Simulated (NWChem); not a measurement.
SiH2Cl2; SMILES Cl[SiH2]Cl

```xyz
5

Si     0.0000     0.0000    -0.7573
Cl    -1.6840     0.0000     0.4220
Cl     1.6840     0.0000     0.4220
H      0.0000     1.2330    -1.5819
H      0.0000    -1.2330    -1.5819
```
Atoms are numbered in this order, from 1.

All runs: NWChem. Pople sets run with spherical d functions. All runs use the structure optimised with PBE0/def2-SVP. Static field.

Question: Order these by “anisotropy (bohr³)”, lowest first: B3LYP/def2-SVPD; B3LYP/aug-cc-pVDZ; B3LYP/def2-SVP.

Answer: B3LYP/def2-SVP (12.9), B3LYP/def2-SVPD (15.0), B3LYP/aug-cc-pVDZ (15.6)
